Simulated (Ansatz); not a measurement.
Consider the formal hydrolysis of a Ga–Se bond: `[BH2][GaH][Se]C` + H₂O → `[BH2][GaH][OH]` + `C[SeH]`.

Program: Ansatz. Geometries: PBE0-D4/def2-TZVP. ΔE: electronic, gas phase. CBS: MP2 limit from def2 TZ/QZ plus the TZ coupled-cluster correction, frozen cores. This one scheme is used for every species. DFT in def2-TZVPP. For Ga, Se outer-core shells are correlated without core-valence functions, which leaves a few kJ/mol of doubt a bond. Scalar relativity is left out up to krypton. One conformer a species, not always the lowest.

| level | ΔE (kJ/mol) |
| --- | --- |
| BHLYP | 44.8 |
| RPA@PBE/def2-TZVPP | 42.2 |

Task: What does CCSD(T)/CBS give? (Estimate.)

Result: The calculation gave: +55.9 kJ/mol. The listed levels differ from it by -11.1, -13.7 kJ/mol.

Largest T1 diagnostic among the species: 0.015.

Leaving LDA and LC-ωPBE aside and taking each functional with its dispersion term where it has one, the values, not all of them listed here, spread over 16.9 kJ/mol, from CAM-B3LYP-D4 to HSE06-D4. LDA lies +3.8 kJ/mol from PBE without D4. The D4 term adds +7.9 kJ/mol with B3LYP and +4.4 kJ/mol with PBE0; it sums over pairs of atoms, weighted by their polarisabilities, and B3LYP, whose exchange is more repulsive, gets the larger term. In def2-TZVPP, CCSD(T) changes the Hartree–Fock value by +7.0 kJ/mol (the triples alone add +1.7 kJ/mol) and MP2 by +10.4 kJ/mol.

CCSD(T)/CBS has its own doubt, a few kJ/mol and more with outer-core shells, so smaller differences from it don't rank the levels.

B3LYP here is the variant with VWN-RPA as its local correlation; programs differ in this.
